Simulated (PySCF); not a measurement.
Input of a run (PBE0-D3(BJ)/def2-SVP geometry optimisation, gas phase (PySCF 2.14.0)), started from GFN2-xTB:
```
{"job": {"xc": "PBE0", "basis": "def2-SVP", "d3": "d3bj", "grid": 1, "kind": "geom"}, "charge": 0, "multiplicity": 1}
C      0.166190     1.119772     1.006107
N     -0.129549     0.073644     0.040646
C     -0.784586     0.624512    -1.134875
C     -0.957691    -0.955877     0.645828
Al     1.625334    -0.844190    -0.528001
F      2.432060     0.472027    -1.137077
H     -0.747449     1.585126     1.390708
H      0.730825     0.688530     1.833257
H      0.787132     1.878280     0.530905
H     -0.142580     1.383871    -1.579695
H     -1.755009     1.067673    -0.888277
H     -0.924340    -0.172136    -1.865661
H     -0.430163    -1.378868     1.499276
H     -1.924940    -0.560487     0.972287
H     -1.116498    -1.752647    -0.079109
H      1.060136    -1.847993    -1.565997
H      2.104130    -1.369208     0.849767
```

Output (energies in Eh, forces in Eh/bohr):
```
step   0  E = -517.34984800  max force = 0.016153
step   1  E = -517.35314009  max force = 0.003493
step   2  E = -517.35338977  max force = 0.001018
step   3  E = -517.35344959  max force = 0.001138
step   4  E = -517.35345895  max force = 0.000961
step   5  E = -517.35346804  max force = 0.000389
optimisation converged
```

Problem. Summarise the run.

Solution. The energy falls by 9.5 kJ/mol over 6 energy and gradient evaluations, the largest force component goes from 0.0162 to 3.9e-04 Eh/bohr, and the atoms move by 0.087 Å rms after alignment. Among the bonds, Al5–H16 and Al5–H17 change most and about equally (+0.049 to +0.050 Å). Bonds longer at the end by more than 0.005 Å: 15 of 16; shorter: 0. Among the angles that change most is N2–Al5–F6, from 99.3° to 95.7°. The energy never rose by more than 1e-6 Eh on the way. The first step brought 91 % of the lowering.

Problem. What are the final bond lengths?

Solution. C1–N2 1.469 Å, N2–C3 1.469 Å, N2–C4 1.465 Å, N2–Al5 2.056 Å, Al5–F6 1.700 Å, C1–H7 1.104 Å, C1–H8 1.099 Å, C1–H9 1.098 Å, C3–H10 1.098 Å, C3–H11 1.104 Å, C3–H12 1.099 Å, C4–H13 1.099 Å, C4–H14 1.104 Å, C4–H15 1.099 Å, Al5–H16 1.600 Å, Al5–H17 1.600 Å. Numbering counts from 1 in the input's order; the species is `C[N+](C)(C)[AlH2-][F]`.

The run used 143 basis functions and 38 SCF cycles in all. The run took 51 s wall on one thread, Arm Neoverse V1 (shared host).

Whether it is a minimum is left open (no frequencies).

The values belong to the conformer `[CH3:1][N+:2]([CH3:3])([CH3:4])[AlH2-:5][F:6]`: C1–N2–Al5–F6 -58°.
